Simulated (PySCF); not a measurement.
## Working out the excitation energy of Xe⁺

Xe⁺ [Kr] 4d10 5s2 5p5 (2P) → Xe⁺ [Kr] 4d10 5s1 5p5 6s1 (4P). All numbers are calculated (PySCF 2.14, scalar relativity through the core potential, in aug-cc-pwCVDZ-PP with ECP28MDF (6s5p4d1f, 48 functions)). Frozen: nothing. Energies in hartree (1 hartree = 27.21139 eV):

```tsv
part	Xe⁺ (lower)	Xe⁺ (upper)
UHF	-327.866233	-326.945248
MP2 opposite-spin	-0.350769	-0.395443
MP2 same-spin	-0.200145	-0.202669
```

Problem. What does Hartree-Fock give?

Solution. (-326.945248) − (-327.866233) = 0.920985 hartree = 25.061 eV.

Problem. What do MP2 and SCS-MP2 (6/5 opposite-spin, 1/3 same-spin) give?

Solution. The opposite-spin parts differ by -1.216 eV and the same-spin parts by -0.069 eV. MP2: 25.061 + (-1.216) + (-0.069) = 23.776 eV. SCS-MP2: 25.061 + 1.2 × (-1.216) + (-0.069)/3 = 23.579 eV.

One determinant isn't an eigenfunction of L², so it does not stand for a pure term.

The upper state lies above the first ionisation limit, where it may autoionise and the basis confines it. A Rydberg-like electron needs more diffuse functions than a valence basis has.

A double-zeta basis recovers only part of the correlation energy.
